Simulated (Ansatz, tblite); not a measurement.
Cost and result up the ladder for SnClH3 (SnH₃Cl) (5 atoms). The state is a singlet with charge 0. Geometry: PBE0-D4/def2-TZVP.

```xyz
5

Sn   -0.139    0.088    0.079
Cl    1.640   -1.035   -0.929
H    -0.701    1.210   -1.068
H     0.498    0.836    1.466
H    -1.298   -1.099    0.452
```

Ansatz on 4 threads of Arm Neoverse V2 on a shared host; xTB runs through tblite on one thread. Times are rough, summed over both states, and most runs start from the orbitals of an earlier one. PBE0-D4/def2-TZVP serves as the yardstick here, not as an exact answer. The other state is a triplet.

In the def2 sets Sn takes a core potential; there is no spin–orbit coupling. The xTB rows come from tblite.

Run but left out: PBE-D4/def2-TZVP (triplet: an occupied level 0.04 eV above an empty one).

xTB has no spin-polarisation term.

| level | functions | wall time | vertical triplet (eV) | difference from PBE0-D4/def2-TZVP (eV) |
| --- | --- | --- | --- | --- |
| GFN1-xTB | 24 | 0.004 s | 6.62 | 0.61 |
| GFN2-xTB | 21 | 0.004 s | 5.80 | -0.21 |
| PBE0-D4/def2-TZVP (with forces) | 105 | 5.5 s | 6.01 | 0.00 |
| r2SCAN-D4/def2-TZVP | 105 | 6.3 s | 5.89 | -0.12 |
